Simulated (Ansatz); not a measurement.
`O/C(Cl)=[CH]/[GaH2]` and `CO/C=C(\O)Cl` differ in one atom or group (the configuration at the double bond changes too).

Ansatz, PBE0-D4/def2-TZVP geometries, multiplicity 1. Each molecule was computed in one conformer, which needn't be the lowest.

Scalar relativity is left out up to krypton.

```tsv
property	`O/C(Cl)=[CH]/[GaH2]`
HOMO–LUMO gap (ωB97M-V/def2-TZVPP) / eV	9.43
LUMO energy (B3LYP/def2-TZVPP) / eV	-1.90
HOMO energy (ωB97M-V/def2-TZVPP) / eV	-9.34
LUMO energy (PBE/def2-TZVPP) / eV	-2.42
HOMO–LUMO gap (PBE/def2-TZVPP) / eV	3.65
HOMO energy (B3LYP/def2-TZVPP) / eV	-6.97
```

(1) Give the same properties after the change, and the shifts. (Best estimate.)

Answers

(1) Computed: 
```csv
property,`CO/C=C(\O)Cl`,shift
HOMO–LUMO gap (ωB97M-V/def2-TZVPP) / eV,10.52,1.09
LUMO energy (B3LYP/def2-TZVPP) / eV,0.19,2.09
HOMO energy (ωB97M-V/def2-TZVPP) / eV,-8.36,0.98
LUMO energy (PBE/def2-TZVPP) / eV,-0.48,1.94
HOMO–LUMO gap (PBE/def2-TZVPP) / eV,4.44,0.79
HOMO energy (B3LYP/def2-TZVPP) / eV,-5.96,1.01
```

With PBE0 the HOMO rises by 1.03 eV and the LUMO rises by 2.18 eV, so the gap widens by about 1.15 eV. PBE moves the HOMO by 1.15 eV and ωB97M-V by 0.98 eV.

B3LYP here is the variant with VWN-RPA as its local correlation; programs differ in this.
